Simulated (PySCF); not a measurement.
Compound: C₃H₅B₂F₃.
SMILES with atom numbers: `[BH2:1][CH:2]([BH2:3])[C:4]([F:5])=[C:6]([F:7])[F:8]` (hydrogens: H9, H10 on B1; H11 on C2; H12, H13 on B3)

Torsions of this conformer, `[BH2:1][CH:2]([BH2:3])[C:4]([F:5])=[C:6]([F:7])[F:8]`: B1–C2–C4–F5 60°.

The closed-shell ground state was solved at several levels (PySCF, density fitting, gas phase, non-relativistic). The structure is a single GFN2-xTB conformer in the gas phase; no vibrational or solvent corrections.

```
              level  basis functions  total energy (Eh)  HOMO (eV)  LUMO (eV)  gap (eV)  dipole (D)
        B3LYP/pcJ-1              266          -466.4817      -6.83      -2.89      3.94        2.00
CAM-B3LYP/def2-SVPD              209          -465.9706      -8.57      -1.60      6.97        2.13
```

(1) Estimate the row for PBE0/pcSseg-1, a basis of 161 functions; the other rows only guide the guess.

(2) Over all these levels, which gives the widest orbital gap and which the narrowest?

(3) How far do the dipole and the HOMO energy spread over the levels?

## Answers

(1) Total energy -465.9221 Eh, HOMO -7.04 eV, LUMO -2.67 eV, gap 4.37 eV, dipole 2.01 D.

(2) CAM-B3LYP/def2-SVPD (range-separated hybrid) has the widest, 6.97 eV, and B3LYP/pcJ-1 (global hybrid, 20 % exact exchange) the narrowest, 3.94 eV. Functional and basis both differ between the two, so the spread mixes both effects.

(3) The dipole runs from 2.00 to 2.13 D (mean 2.05 D) and the HOMO from -8.57 to -6.83 eV.
